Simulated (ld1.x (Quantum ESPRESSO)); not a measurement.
# molybdenum (Mo), PAW: configuration errors across variants

ld1.x (Quantum ESPRESSO) 7.5 input, shortened:

```
&input
   title='Mo', zed=42., rel=1, dft='PBE', iswitch=3,
   config='[Kr] 4d5 5s1 5p0'
 /
 &inputp
   pseudotype=3, lpaw=.true., tm=.true., lloc=-1, rcloc=1.80,
   nlcc=.true., new_core_ps=.true., rcore=1.10,
   which_augfun='GAUSS', rmatch_augfun=1.40
 /
6
5S  1  0   1.00   0.00  2.45  3.35  0.0
5S  1  0   0.00   0.05  2.45  3.35  0.0
5P  2  1   0.00   0.00  2.40  3.35  0.0
5P  2  1   0.00   0.45  2.40  3.35  0.0
4D  3  2   5.00   0.00  1.70  2.20  0.0
4D  3  2   0.00   3.80  1.70  2.20  0.0
 &test
   configts(1)='4d5 5s1 5p0'
 /
```

All-electron excitation energies from the reference (eV): (1) 4d5 5s0 5p0 6.890; (2) 4d4 5s0 5p0 22.352; (3) 4d3 5s0 5p0 49.096; (4) 4d4 5s2 5p0 0.199; (5) 4d4 5s1 5p0 8.064; (6) 4d6 5s0 5p0 0.763.

Tests that are not counted but printed errors over 1 eV. “base”: 4d4 5s1 5p1 (solver errors, printed error -2.3 eV). “wave 5p channel at 0.45 Ry: rcut 2.40, rcutus 3.35 bohr becomes 5p channel at -0.12 Ry: rcut 2.40, rcutus 3.35 bohr”: 4d4 5s1 5p1 (solver errors, printed error -2.3 eV). “wave 5p channel at 0.45 Ry: rcut 2.40, rcutus 3.35 bohr becomes 5p channel at -0.01 Ry: rcut 2.40, rcutus 3.35 bohr”: 4d4 5s1 5p1 (solver errors, printed error -2.3 eV). “wave 5p channel at 0.45 Ry: rcut 2.40, rcutus 3.35 bohr becomes 5p channel at 0.18 Ry: rcut 2.40, rcutus 3.35 bohr”: 4d4 5s1 5p1 (solver errors, printed error -2.3 eV).

A true bound ghost makes a file unfit for plane-wave use even where its test errors are small: the radial tests pick states by their node count and pass the ghost by. Where a test does run into it, the solver fails or the error is huge.

Errors AE − PS in meV (a dash: test not solved or not reliable):

```tsv
change	(1)	(2)	(3)	(4)	(5)	(6)	bound ghosts
base	-5.2	-72	-472	-44	-39	-19	s
wave 5p channel at 0.45 Ry: rcut 2.40, rcutus 3.35 bohr becomes 5p channel at -0.16 Ry: rcut 2.40, rcutus 3.35 bohr	-5.2	-72	-472	-44	-39	-19	s, p
wave 5p channel at 0.45 Ry: rcut 2.40, rcutus 3.35 bohr becomes 5p channel at -0.12 Ry: rcut 2.40, rcutus 3.35 bohr	-5.2	-72	-472	-44	-39	-19	s
wave 5p channel at 0.45 Ry: rcut 2.40, rcutus 3.35 bohr becomes 5p channel at -0.01 Ry: rcut 2.40, rcutus 3.35 bohr	-5.2	-72	-472	-44	-39	-19	s
wave 5p channel at 0.45 Ry: rcut 2.40, rcutus 3.35 bohr becomes 5p channel at 0.18 Ry: rcut 2.40, rcutus 3.35 bohr	-5.2	-72	-472	-44	-39	-19	s
wave 5p channel at 0.45 Ry: rcut 2.40, rcutus 3.35 bohr becomes 5p channel at 0.46 Ry: rcut 2.40, rcutus 3.35 bohr	-5.2	-72	-472	-44	-39	-19	s
wave 5p channel at 0.45 Ry: rcut 2.40, rcutus 3.35 bohr becomes 5p channel at 0.86 Ry: rcut 2.40, rcutus 3.35 bohr	-5.2	-72	-472	-44	-39	-19	s
wave 5p channel at 0.45 Ry: rcut 2.40, rcutus 3.35 bohr becomes 5p channel at 1.54 Ry: rcut 2.40, rcutus 3.35 bohr	-5.2	-72	-472	-44	-39	-19	s
wave 5p channel at 0.45 Ry: rcut 2.40, rcutus 3.35 bohr becomes 5p channel at 2.24 Ry: rcut 2.40, rcutus 3.35 bohr	-5.2	-72	-472	-44	-39	-19	s
wave 5p channel at 0.45 Ry: rcut 2.40, rcutus 3.35 bohr becomes 5p channel at 4.41 Ry: rcut 2.40, rcutus 3.35 bohr	-5.2	-72	-472	-44	-39	-19	s, p
```

(1) Give the same row for: wave 5p channel at 0.45 Ry: rcut 2.40, rcutus 3.35 bohr becomes 5p channel at 5.7 Ry: rcut 2.40, rcutus 3.35 bohr.

## Answers

(1) -5.2, -72, -472, -44, -39, -19; bound ghosts: s (p not tested, overlap not positive). Its overlap operator is not positive definite in a basis up to 400 Ry (lowest eigenvalue p -0.0021), so the file is unfit for use: the generalised eigenproblem breaks down once the basis is large enough, and its test numbers describe a broken file.
